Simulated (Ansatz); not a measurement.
Gas-phase electronic energies from Ansatz, PBE0-D4/def2-TZVP geometries. CBS: MP2 limit from def2 TZ/QZ plus the TZ coupled-cluster correction, frozen cores. Functionals use def2-TZVPP. For Sc outer-core shells are correlated without core-valence functions, which leaves a few kJ/mol of doubt a bond. Scalar relativity is left out up to krypton. Each species was taken in one conformer, which may not be the lowest.

`[SiH3][O][Al]([O][SiH3])[O][SiH3]` + `[NH2][Sc]([OH])[O][SiH3]` → `[NH2][Sc]([O][SiH3])[O][SiH3]` + `[OH][Al]([O][SiH3])[O][SiH3]`  (ligand exchange at the Si–O bond)

`[SiH3][O][Al]([O][SiH3])[O][SiH3]`:

Z-matrix (Å, degrees):
```
Si
O 1 1.624
H 1 1.487 2 109.7
H 1 1.487 2 109.7 3 -119.8
H 1 1.488 2 110.6 3 120.1
Al 2 1.669 1 167.9 3 -110.8
O 6 1.669 2 120.0 1 -179.5
O 6 1.668 2 120.0 1 0.5
Si 7 1.624 6 167.0 2 0.3
Si 8 1.624 6 168.3 2 -178.9
H 9 1.488 7 110.7 6 3.9
H 9 1.486 7 109.7 6 124.0
H 9 1.487 7 109.7 6 -116.2
H 10 1.488 8 110.6 6 8.1
H 10 1.487 8 109.7 6 -112.0
H 10 1.486 8 109.8 6 128.2
```

`[NH2][Sc]([OH])[O][SiH3]`:

```xyz
11

N     0.288   -0.089   -2.510
Sc    0.052    0.785   -0.749
O    -0.037    2.651   -0.739
O    -0.068   -0.349    0.779
Si   -0.184   -1.246    2.127
H     0.353   -1.085   -2.679
H     0.366    0.377   -3.404
H    -0.104    3.577   -0.528
H    -1.570   -1.767    2.297
H     0.159   -0.443    3.336
H     0.745   -2.410    2.070
```

`[NH2][Sc]([O][SiH3])[O][SiH3]`:

Cartesian coordinates in Å:
```
N 0.874 1.500 2.081
Sc 0.236 0.407 0.565
O -1.115 1.136 -0.552
Si -2.277 1.662 -1.562
O 1.015 -1.306 0.316
Si 1.623 -2.783 0.007
H 1.585 1.236 2.752
H 0.551 2.426 2.331
H -2.430 0.739 -2.722
H -3.585 1.746 -0.855
H -1.940 3.015 -2.086
H 1.951 -3.490 1.277
H 0.643 -3.613 -0.748
H 2.868 -2.675 -0.803
```

`[OH][Al]([O][SiH3])[O][SiH3]`:

```xyz
13

O    -1.941    1.838    0.137
Al   -0.711    0.687    0.138
O    -0.244    0.017   -1.317
Si   -0.025   -0.431   -2.862
O     0.033    0.218    1.564
Si    1.019   -0.540    2.610
H    -2.252    2.255    0.939
H     0.934   -1.565   -2.925
H     0.521    0.704   -3.653
H    -1.315   -0.860   -3.464
H     0.211   -1.264    3.626
H     1.891   -1.518    1.906
H     1.879    0.458    3.300
```

```csv
level,ΔE (kcal/mol),difference from CCSD(T)/CBS
revPBE-D4,-1.5,-0.2
r2SCAN-D4,-1.0,0.3
B97M-V,-1.0,0.3
CAM-B3LYP-D4,0.1,1.4
B2PLYP,-0.8,0.5
PBE,-1.4,-0.1
revPBE,-1.6,-0.3
r2SCAN,-1.0,0.3
r2SCANh,-0.9,0.4
r2SCAN0,-0.7,0.6
RPA@PBE/def2-TZVPP,-1.1,0.2
HF/def2-SVP,-0.4,0.9
HF/def2-TZVPP,0.0,1.3
SCS-MP2/def2-TZVPP,-0.9,0.4
MP2/def2-QZVPP,-1.2,0.1
MP2/CBS(def2),-1.2,0.1
CCSD(T)/CBS,-1.3,0
```

Largest T1 diagnostic among the species: 0.015.

From BLYP to BHLYP (50 % exact exchange), in def2-TZVPP and without D4, ΔE moves by +0.8 kcal/mol. At CCSD(T), def2-SVP lies −0.9 kcal/mol from the extrapolated value and def2-TZVPP +0.2 kcal/mol.
